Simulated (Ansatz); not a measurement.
The cluster Li₈H₈. The state is a singlet with charge 0. Geometry r2SCAN-D4/def2-SVP, basis def2-TZVP, Ansatz.

```xyz
16

Li    0.050    1.281   -0.484
Li    1.652    2.192   -2.254
Li    1.258   -0.268   -2.273
Li   -1.780   -2.287    2.052
Li   -1.394    0.141    2.431
Li    2.653    0.787   -0.462
Li    0.068   -1.193    0.670
Li   -2.509   -0.653    0.318
H    -0.299   -1.307    2.507
H     1.633    2.289   -0.422
H     0.138    1.161   -2.360
H     2.791    0.746   -2.292
H    -1.491   -2.157    0.245
H     1.295   -0.452   -0.436
H    -2.913   -0.835    2.102
H    -1.154    0.557    0.657
```

```csv
run,HOMO (eV),LUMO (eV)
A,-5.19,-0.93
B,-7.71,0.19
C,-5.28,-1.05
D,-6.33,-0.39
E,-5.41,-0.30
```

Another isomer (singlet) lies 0.62 eV lower at PBE0-D4/def2-TZVP; other spin states weren't run for this one.

The runs used CAM-B3LYP, LDA (SPW92), PBE, PBE0, r2SCAN. Estimate which is which.

A PBE (0 % exact exchange); B CAM-B3LYP (range-separated); C LDA (SPW92) (0 % exact exchange); D PBE0 (25 % exact exchange); E r2SCAN (0 % exact exchange). Exact exchange lowers occupied and raises empty levels; among semilocal functionals meta-GGAs tend to open the gap a little, and such runs are hard to tell apart. The gap grows from 4.23 eV (LDA (SPW92)) to 7.90 eV (CAM-B3LYP).
